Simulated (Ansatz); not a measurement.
A structure relaxed at PBE-D4/def2-SVPD in Ansatz, charge -2, singlet:

```xyz
5

Cr   -0.001    0.000   -0.001
S    -0.677   -0.681   -1.870
S    -1.604    0.026    1.358
S     0.782    1.940   -0.200
S     1.500   -1.285    0.712
```

Question: Give its formula, name or SMILES and point group.

Answer: [CrS4]2- (CrS4²⁻). Point group Td (tolerance 0.1 Å).

Question: Summarise the bond lengths by kind (pairs closer than 1.2 times the sum of covalent radii, bridged metal pairs left out).

Answer: 4 × Cr–S 2.10 Å. The metal has 4 neighbours: S 2.10 Å, S 2.10 Å, S 2.10 Å, S 2.10 Å.

A multiply charged anion in the gas phase is held together partly by the finite basis. The restricted singlet is unstable towards broken spin symmetry in Hartree–Fock (as tested in another run); at PBE-D4/def2-SVPD this wasn't settled. The highest occupied level of the charge -2 singlet lies above zero (up to 3.16 eV). The electron is either unbound and held by the finite basis, or the level is raised by self-interaction error.
